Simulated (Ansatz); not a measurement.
The same atomization along the group B, Al, Ga, In.

Gas-phase electronic energies from Ansatz, PBE0-D4/def2-TZVP geometries. CCSD(T)/CBS is the MP2 limit (def2-TZVPP, def2-QZVPP) plus CCSD(T) − MP2 in def2-TZVPP, frozen cores. This one scheme is used for every species, atoms too. Functionals use def2-TZVPP. No spin–orbit coupling; open shells (•) take unrestricted orbitals. Spin–orbit coupling would lower the free atoms: a little for Al, B, C, Cl; clearly for Ga; strongly for In. Elements past krypton have def2 core potentials. For Ga, In outer-core shells are correlated without core-valence functions, so the limit isn't a true one: a few kJ/mol of doubt a bond, and 10 to 20 or more in all where bonds break to atoms. Scalar relativity is left out up to krypton. Each species was taken in one conformer, which may not be the lowest.

```
                                            reaction  MP2/CBS(def2) (kcal/mol)  r2SCAN-D4 (kcal/mol)  CCSD(T)/CBS(def2) (kcal/mol)
           `CNB(Cl)Cl` → C• + 2 Cl• + B• + 4 H• + N•                     833.4                 820.2                         812.6
`C[NH][Al]([Cl])[Cl]` → C• + 2 Cl• + Al• + 4 H• + N•                     789.9                 773.6                         772.4
`C[NH][Ga]([Cl])[Cl]` → C• + 2 Cl• + Ga• + 4 H• + N•                     742.6                 726.1                         726.0
`C[NH][In]([Cl])[Cl]` → C• + 2 Cl• + In• + 4 H• + N•                     706.5                 690.4                         693.6
```

Largest T1 diagnostic: 0.018, for Al•.

For atomizations the MP2-based limit and the directly extrapolated one differ by several kJ/mol either way, and by 10 to 25 for some Ge, Se and Sn compounds, so smaller differences from it don't rank the levels.
